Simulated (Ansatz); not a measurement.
Geometry optimisation of C$_{2}$H$_{7}$BClGa (`[CH3][Ga]([CH3])[BH]Cl`).

```yaml
crystal:
  periodic: [false, false, false]
  atoms:
    - {symbol: C, position_ang: [-1.589247, -0.976509, -0.295880]}
    - {symbol: Ga, position_ang: [0.097928, 0.078622, -0.174079]}
    - {symbol: C, position_ang: [1.383452, -0.561101, 1.205539]}
    - {symbol: B, position_ang: [0.396768, 1.808738, -1.305452]}
    - {symbol: Cl, position_ang: [-0.173440, 3.328542, -0.592318]}
    - {symbol: H, position_ang: [-2.236530, -0.703971, 0.566174]}
    - {symbol: H, position_ang: [-2.163301, -0.787268, -1.223397]}
    - {symbol: H, position_ang: [-1.381049, -2.063213, -0.213075]}
    - {symbol: H, position_ang: [2.337360, -0.001444, 1.224741]}
    - {symbol: H, position_ang: [0.902136, -0.472797, 2.202779]}
    - {symbol: H, position_ang: [1.598045, -1.637930, 1.046579]}
    - {symbol: H, position_ang: [0.904678, 1.933231, -2.407511]}
basis:
  gaussian: {orbitals: def2-TZVP}
hamiltonian: {xc: pbe0, dispersion: d4}
relax: {f_tol: 0.005, max_steps: 150}
```

```sh
$ ansatz run in.yaml --threads 4 --pin off --events-out ev --progress --plain
```

It prints (some lines left out):

```
Functional definition: PBE0
mean field -67752.38088589 eV, -2489.8540733434 hartree, gradient 4.6e-5 eV, S^2 0.000000; 0 other end points of the search recorded, 0 dependent functions left out
relax step   1: F+E_penalty+E_count = -67752.59677943 eV  Δ(F+E_penalty+E_count) = +0.000e0 eV  max|allowed force component| = 5.307e-1 eV/Å  Δτ_max = 0.0000 Å  (29 SCF iters, accepted)
mean field -67752.41725890 eV, -2489.8554100267 hartree, gradient 1.2e-5 eV, S^2 0.000000; 0 other end points of the search recorded, 0 dependent functions left out
relax step   2: F+E_penalty+E_count = -67752.63323347 eV  Δ(F+E_penalty+E_count) = -3.645e-2 eV  max|allowed force component| = 2.326e-1 eV/Å  Δτ_max = 0.0371 Å  (32 SCF iters, accepted)
mean field -67752.41941888 eV, -2489.8554894045 hartree, gradient 1.3e-5 eV, S^2 0.000000; 0 other end points of the search recorded, 0 dependent functions left out
relax step   3: F+E_penalty+E_count = -67752.63557083 eV  Δ(F+E_penalty+E_count) = -2.337e-3 eV  max|allowed force component| = 1.921e-1 eV/Å  Δτ_max = 0.0413 Å  (32 SCF iters, accepted)
mean field -67752.42055382 eV, -2489.8555311128 hartree, gradient 1.3e-5 eV, S^2 0.000000; 0 other end points of the search recorded, 0 dependent functions left out
relax step   4: F+E_penalty+E_count = -67752.63659097 eV  Δ(F+E_penalty+E_count) = -1.020e-3 eV  max|allowed force component| = 1.387e-1 eV/Å  Δτ_max = 0.0408 Å  (32 SCF iters, accepted)
mean field -67752.42171190 eV, -2489.8555736713 hartree, gradient 1.5e-5 eV, S^2 0.000000; 0 other end points of the search recorded, 0 dependent functions left out
relax step   5: F+E_penalty+E_count = -67752.63770814 eV  Δ(F+E_penalty+E_count) = -1.117e-3 eV  max|allowed force component| = 8.423e-2 eV/Å  Δτ_max = 0.0552 Å  (31 SCF iters, accepted)
mean field -67752.42212898 eV, -2489.8555889988 hartree, gradient 1.1e-5 eV, S^2 0.000000; 0 other end points of the search recorded, 0 dependent functions left out
relax step   6: F+E_penalty+E_count = -67752.63806683 eV  Δ(F+E_penalty+E_count) = -3.587e-4 eV  max|allowed force component| = 4.495e-2 eV/Å  Δτ_max = 0.0166 Å  (32 SCF iters, accepted)
mean field -67752.42228079 eV, -2489.8555945779 hartree, gradient 1.1e-5 eV, S^2 0.000000; 0 other end points of the search recorded, 0 dependent functions left out
relax step   7: F+E_penalty+E_count = -67752.63817671 eV  Δ(F+E_penalty+E_count) = -1.099e-4 eV  max|allowed force component| = 2.485e-2 eV/Å  Δτ_max = 0.0064 Å  (32 SCF iters, accepted)
mean field -67752.42252391 eV, -2489.8556035121 hartree, gradient 1.2e-5 eV, S^2 0.000000; 0 other end points of the search recorded, 0 dependent functions left out
relax step   8: F+E_penalty+E_count = -67752.63832318 eV  Δ(F+E_penalty+E_count) = -1.465e-4 eV  max|allowed force component| = 1.405e-2 eV/Å  Δτ_max = 0.0143 Å  (32 SCF iters, accepted)
mean field -67752.42265103 eV, -2489.8556081838 hartree, gradient 1.2e-5 eV, S^2 0.000000; 0 other end points of the search recorded, 0 dependent functions left out
relax step   9: F+E_penalty+E_count = -67752.63839067 eV  Δ(F+E_penalty+E_count) = -6.749e-5 eV  max|allowed force component| = 1.766e-2 eV/Å  Δτ_max = 0.0114 Å  (32 SCF iters, accepted)
mean field -67752.42282302 eV, -2489.8556145045 hartree, gradient 1.2e-5 eV, S^2 0.000000; 0 other end points of the search recorded, 0 dependent functions left out
relax step  10: F+E_penalty+E_count = -67752.63847912 eV  Δ(F+E_penalty+E_count) = -8.845e-5 eV  max|allowed force component| = 1.710e-2 eV/Å  Δτ_max = 0.0185 Å  (32 SCF iters, accepted)
mean field -67752.42292529 eV, -2489.8556182626 hartree, gradient 1.2e-5 eV, S^2 0.000000; 0 other end points of the search recorded, 0 dependent functions left out
relax step  11: F+E_penalty+E_count = -67752.63855313 eV  Δ(F+E_penalty+E_count) = -7.401e-5 eV  max|allowed force component| = 2.029e-2 eV/Å  Δτ_max = 0.0185 Å  (32 SCF iters, accepted)
mean field -67752.42259663 eV, -2489.8556061847 hartree, gradient 1.2e-5 eV, S^2 0.000000; 0 other end points of the search recorded, 0 dependent functions left out
relax step  12: F+E_penalty+E_count = -67752.63822995 eV  Δ(F+E_penalty+E_count) = +3.232e-4 eV  max|allowed force component| = 5.744e-2 eV/Å  Δτ_max = 0.0474 Å  (31 SCF iters, rejected (line search))
mean field -67752.42301251 eV, -2489.8556214679 hartree, gradient 1.2e-5 eV, S^2 0.000000; 0 other end points of the search recorded, 0 dependent functions left out
relax step  13: F+E_penalty+E_count = -67752.63869485 eV  Δ(F+E_penalty+E_count) = -1.417e-4 eV  max|allowed force component| = 1.680e-2 eV/Å  Δτ_max = 0.0232 Å  (32 SCF iters, accepted)
mean field -67752.42302107 eV, -2489.8556217827 hartree, gradient 1.2e-5 eV, S^2 0.000000; 0 other end points of the search recorded, 0 dependent functions left out
relax step  14: F+E_penalty+E_count = -67752.63885642 eV  Δ(F+E_penalty+E_count) = -1.616e-4 eV  max|allowed force component| = 4.872e-2 eV/Å  Δτ_max = 0.0658 Å  (31 SCF iters, accepted)
mean field -67752.42322992 eV, -2489.8556294578 hartree, gradient 1.1e-5 eV, S^2 0.000000; 0 other end points of the search recorded, 0 dependent functions left out
relax step  15: F+E_penalty+E_count = -67752.63901294 eV  Δ(F+E_penalty+E_count) = -1.565e-4 eV  max|allowed force component| = 2.702e-2 eV/Å  Δτ_max = 0.0086 Å  (31 SCF iters, accepted)
mean field -67752.42343496 eV, -2489.8556369929 hartree, gradient 1.1e-5 eV, S^2 0.000000; 0 other end points of the search recorded, 0 dependent functions left out
relax step  16: F+E_penalty+E_count = -67752.63917110 eV  Δ(F+E_penalty+E_count) = -1.582e-4 eV  max|allowed force component| = 1.469e-2 eV/Å  Δτ_max = 0.0104 Å  (32 SCF iters, accepted)
mean field -67752.42360625 eV, -2489.8556432874 hartree, gradient 1.2e-5 eV, S^2 0.000000; 0 other end points of the search recorded, 0 dependent functions left out
relax step  17: F+E_penalty+E_count = -67752.63933153 eV  Δ(F+E_penalty+E_count) = -1.604e-4 eV  max|allowed force component| = 1.844e-2 eV/Å  Δτ_max = 0.0296 Å  (31 SCF iters, accepted)
[...]
mean field -67752.42433183 eV, -2489.8556699522 hartree, gradient 1.1e-5 eV, S^2 0.000000; 0 other end points of the search recorded, 0 dependent functions left out
relax step  27: F+E_penalty+E_count = -67752.64011955 eV  Δ(F+E_penalty+E_count) = -7.262e-5 eV  max|allowed force component| = 1.709e-2 eV/Å  Δτ_max = 0.0066 Å  (32 SCF iters, accepted)
mean field -67752.42450396 eV, -2489.8556762779 hartree, gradient 1.2e-5 eV, S^2 0.000000; 0 other end points of the search recorded, 0 dependent functions left out
relax step  28: F+E_penalty+E_count = -67752.64026509 eV  Δ(F+E_penalty+E_count) = -1.455e-4 eV  max|allowed force component| = 1.277e-2 eV/Å  Δτ_max = 0.0317 Å  (31 SCF iters, accepted)
mean field -67752.42457893 eV, -2489.8556790330 hartree, gradient 1.2e-5 eV, S^2 0.000000; 0 other end points of the search recorded, 0 dependent functions left out
relax step  29: F+E_penalty+E_count = -67752.64031068 eV  Δ(F+E_penalty+E_count) = -4.558e-5 eV  max|allowed force component| = 3.338e-2 eV/Å  Δτ_max = 0.0506 Å  (31 SCF iters, accepted)
mean field -67752.42426318 eV, -2489.8556674291 hartree, gradient 1.2e-5 eV, S^2 0.000000; 0 other end points of the search recorded, 0 dependent functions left out
relax step  30: F+E_penalty+E_count = -67752.64001488 eV  Δ(F+E_penalty+E_count) = +2.958e-4 eV  max|allowed force component| = 6.333e-2 eV/Å  Δτ_max = 0.0120 Å  (32 SCF iters, rejected (line search))
mean field -67752.42470737 eV, -2489.8556837529 hartree, gradient 1.2e-5 eV, S^2 0.000000; 0 other end points of the search recorded, 0 dependent functions left out
relax step  31: F+E_penalty+E_count = -67752.64041968 eV  Δ(F+E_penalty+E_count) = -1.090e-4 eV  max|allowed force component| = 8.553e-3 eV/Å  Δτ_max = 0.0060 Å  (32 SCF iters, accepted)
mean field -67752.42470452 eV, -2489.8556836482 hartree, gradient 1.2e-5 eV, S^2 0.000000; 0 other end points of the search recorded, 0 dependent functions left out
relax step  32: F+E_penalty+E_count = -67752.64042110 eV  Δ(F+E_penalty+E_count) = -1.425e-6 eV  max|allowed force component| = 6.420e-3 eV/Å  Δτ_max = 0.0053 Å  (33 SCF iters, accepted)
mean field -67752.42473094 eV, -2489.8556846190 hartree, gradient 1.2e-5 eV, S^2 0.000000; 0 other end points of the search recorded, 0 dependent functions left out
relax step  33: F+E_penalty+E_count = -67752.64045694 eV  Δ(F+E_penalty+E_count) = -3.583e-5 eV  max|allowed force component| = 5.470e-3 eV/Å  Δτ_max = 0.0112 Å  (32 SCF iters, accepted)
mean field -67752.42474347 eV, -2489.8556850795 hartree, gradient 1.2e-5 eV, S^2 0.000000; 0 other end points of the search recorded, 0 dependent functions left out
relax step  34: F+E_penalty+E_count = -67752.64048173 eV  Δ(F+E_penalty+E_count) = -2.479e-5 eV  max|allowed force component| = 1.015e-2 eV/Å  Δτ_max = 0.0181 Å  (29 SCF iters, accepted)
mean field -67752.42475088 eV, -2489.8556853519 hartree, gradient 1.2e-5 eV, S^2 0.000000; 0 other end points of the search recorded, 0 dependent functions left out
relax step  35: F+E_penalty+E_count = -67752.64049904 eV  Δ(F+E_penalty+E_count) = -1.731e-5 eV  max|allowed force component| = 1.018e-2 eV/Å  Δτ_max = 0.0122 Å  (30 SCF iters, accepted)
mean field -67752.42475352 eV, -2489.8556854488 hartree, gradient 1.2e-5 eV, S^2 0.000000; 0 other end points of the search recorded, 0 dependent functions left out
relax step  36: F+E_penalty+E_count = -67752.64052231 eV  Δ(F+E_penalty+E_count) = -2.327e-5 eV  max|allowed force component| = 8.497e-3 eV/Å  Δτ_max = 0.0188 Å  (31 SCF iters, accepted)
mean field -67752.42474973 eV, -2489.8556853096 hartree, gradient 1.2e-5 eV, S^2 0.000000; 0 other end points of the search recorded, 0 dependent functions left out
relax step  37: F+E_penalty+E_count = -67752.64052680 eV  Δ(F+E_penalty+E_count) = -4.492e-6 eV  max|allowed force component| = 1.081e-2 eV/Å  Δτ_max = 0.0167 Å  (31 SCF iters, accepted)
mean field -67752.42467910 eV, -2489.8556827141 hartree, gradient 1.2e-5 eV, S^2 0.000000; 0 other end points of the search recorded, 0 dependent functions left out
relax step  38: F+E_penalty+E_count = -67752.64046254 eV  Δ(F+E_penalty+E_count) = +6.426e-5 eV  max|allowed force component| = 2.323e-2 eV/Å  Δτ_max = 0.0219 Å  (31 SCF iters, rejected (line search))
mean field -67752.42476247 eV, -2489.8556857779 hartree, gradient 1.2e-5 eV, S^2 0.000000; 0 other end points of the search recorded, 0 dependent functions left out
relax step  39: F+E_penalty+E_count = -67752.64053722 eV  Δ(F+E_penalty+E_count) = -1.042e-5 eV  max|allowed force component| = 6.456e-3 eV/Å  Δτ_max = 0.0028 Å  (32 SCF iters, accepted)
mean field -67752.42476721 eV, -2489.8556859520 hartree, gradient 1.1e-5 eV, S^2 0.000000; 0 other end points of the search recorded, 0 dependent functions left out
relax step  40: F+E_penalty+E_count = -67752.64054104 eV  Δ(F+E_penalty+E_count) = -3.815e-6 eV  max|allowed force component| = 4.874e-3 eV/Å  Δτ_max = 0.0029 Å  (24 SCF iters, accepted)
mean field -67752.42477233 eV, -2489.8556861403 hartree, gradient 1.2e-5 eV, S^2 0.000000; 0 other end points of the search recorded, 0 dependent functions left out
relax step  41: F+E_penalty+E_count = -67752.64054538 eV  Δ(F+E_penalty+E_count) = -4.344e-6 eV  max|allowed force component| = 3.180e-3 eV/Å  Δτ_max = 0.0073 Å  (32 SCF iters, accepted)
mean field -67752.42477331 eV, -2489.8556861763 hartree, gradient 1.2e-5 eV, S^2 0.000000; 0 other end points of the search recorded, 0 dependent functions left out
relax step  42: F+E_penalty+E_count = -67752.64054660 eV  Δ(F+E_penalty+E_count) = -1.221e-6 eV  max|allowed force component| = 2.913e-3 eV/Å  Δτ_max = 0.0052 Å  (32 SCF iters, accepted)
mean field -67752.42477436 eV, -2489.8556862148 hartree, gradient 1.2e-5 eV, S^2 0.000000; 0 other end points of the search recorded, 0 dependent functions left out
relax step  43: F+E_penalty+E_count = -67752.64054805 eV  Δ(F+E_penalty+E_count) = -1.450e-6 eV  max|allowed force component| = 3.054e-3 eV/Å  Δτ_max = 0.0084 Å  (31 SCF iters, accepted)
mean field -67752.42477436 eV, -2489.8556862148 hartree, gradient 2.1e-5 eV, S^2 0.000000; 1 other end points of the search recorded, 0 dependent functions left out
Total energy: -67752.64058500 eV, -2489.8636171094 hartree
Atom 0 at    -1.637402    -0.939107    -0.241836 Å, force     0.001907    -0.000107    -0.001009 eV/Å
Atom 1 at     0.059893     0.068910    -0.107408 Å, force    -0.001220    -0.000306    -0.001596 eV/Å
Atom 2 at     1.419708    -0.586183     1.170650 Å, force     0.000635    -0.001378     0.001998 eV/Å
Atom 3 at     0.374256     1.787337    -1.261674 Å, force    -0.001405     0.003054     0.001992 eV/Å
Atom 4 at    -0.122831     3.344529    -0.621501 Å, force     0.000759    -0.002349    -0.000999 eV/Å
Atom 5 at    -2.433027    -0.365953     0.245199 Å, force    -0.001272     0.000924     0.000904 eV/Å
Atom 6 at    -1.941566    -1.084373    -1.280805 Å, force    -0.000454     0.000129    -0.000484 eV/Å
Atom 7 at    -1.573655    -1.911802     0.248714 Å, force     0.000042    -0.000758     0.000749 eV/Å
Atom 8 at     2.141321     0.178455     1.460528 Å, force    -0.000206    -0.000348    -0.000131 eV/Å
Atom 9 at     0.945358    -0.988864     2.068639 Å, force     0.000641     0.000670    -0.000755 eV/Å
Atom 10 at     1.973723    -1.407389     0.703008 Å, force    -0.000181     0.000917    -0.000114 eV/Å
Atom 11 at     0.871023     1.849340    -2.349414 Å, force     0.000754    -0.000448    -0.000556 eV/Å
Dipole moment:     0.027705    -0.206574    -0.004242 e Å
```

Run time 3.3 min (4 threads of a server CPU on a shared host); peak host memory 0.73 GiB.
